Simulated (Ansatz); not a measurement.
One change: `CC(=N)CF` becomes `[BH2][GeH2][C](C)=N`.

Ansatz, PBE0-D4/def2-TZVP geometries, multiplicity 1. Each molecule was computed in one conformer, which needn't be the lowest.

Scalar relativity is left out up to krypton.

```csv
property,`CC(=N)CF`
size of the dipole moment (ωB97M-V/def2-TZVPP) / D,2.77
LUMO energy (PBE/def2-TZVPP) / eV,-1.17
LUMO energy (ωB97M-V/def2-TZVPP) / eV,2.18
LUMO energy (PBE0/def2-TZVPP) / eV,-0.05
LUMO energy (B3LYP/def2-TZVPP) / eV,-0.32
HOMO energy (ωB97M-V/def2-TZVPP) / eV,-10.11
```

(1) Give the same properties after the change, and the shifts. (Best estimate.)

## Answers

(1) Computed: 
```csv
property,`[BH2][GeH2][C](C)=N`,shift
size of the dipole moment (ωB97M-V/def2-TZVPP) / D,1.97,-0.80
LUMO energy (PBE/def2-TZVPP) / eV,-3.47,-2.30
LUMO energy (ωB97M-V/def2-TZVPP) / eV,-0.68,-2.86
LUMO energy (PBE0/def2-TZVPP) / eV,-2.58,-2.53
LUMO energy (B3LYP/def2-TZVPP) / eV,-2.78,-2.46
HOMO energy (ωB97M-V/def2-TZVPP) / eV,-9.14,0.97
```

With PBE0 the HOMO rises by 0.74 eV and the LUMO falls by 2.53 eV, so the gap narrows by about 3.27 eV. PBE moves the HOMO by 0.37 eV and ωB97M-V by 0.97 eV. Dipoles are sizes alone; their direction can turn.

B3LYP here is the variant with VWN-RPA as its local correlation; programs differ in this.
